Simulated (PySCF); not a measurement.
**Ru(2+): ionisation energy**

Ru(2+) [Kr] 4d6 (5D) → Ru(3+) [Kr] 4d5 (6S), as a difference of total energies. All numbers are calculated (PySCF 2.14, scalar relativity through the core potential, in def2-QZVPPD with the def2 core potential (28 electrons) (7s5p4d4f2g, 88 functions)). Correlated levels: valence: 4s2 4p6 frozen. The calculations carry no spin-orbit coupling.

| method | ionisation energy (eV) |
| --- | --- |
| UHF | 26.571 |
| MP2 (valence) | 27.851 |
| SCS-MP2 (valence) | 28.118 |
| CCSD (valence) | 27.838 |
| CCSD(T) (valence) | 27.886 |

How much does correlation contribute at CCSD(T) (valence)?

27.886 − (26.571) = 1.315 eV, measured against UHF.

The reference lies between the lowest fine-structure levels, while these numbers refer to the centres of the terms.

Errors of the correlated levels include the incompleteness of this basis and the frozen core.

For comparison: 28.47 eV (semi-empirical (NIST evaluation); NIST Atomic Spectra Database, ionization energies).
